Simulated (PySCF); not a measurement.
C2H5OS, SMILES [CH2]S(C)=O, multiplicity 2.

Geometry optimised at B3LYP-D3(BJ)/def2-SVP. The isomer is the one that the SMILES or the coordinates give; other isomers of the formula were not compared.

Calculation: B3LYP/def2-TZVP (PySCF).

Gas-phase values at a fixed geometry.

```json
{
 "total_energy": "-552.63722 hartree",
 "α spin, highest occupied and lowest empty level": "-6.11 and 0.42 eV",
 "β spin, highest occupied and lowest empty level": "-6.78 and -3.02 eV",
 "dipole_moment": "3.76 D",
 "quadrupole, principal values (traceless, Buckingham form, about the centre of nuclear charge)": "-5.27, -1.05, 6.32 D·Å",
 "mean_static_polarisability": "50.6 bohr³ (7.50 Å³)",
 "polarisability_principal_values": "37.9, 52.7, 61.2 bohr³",
 "⟨S²⟩": "0.757 (pure state 0.75)"
}
```
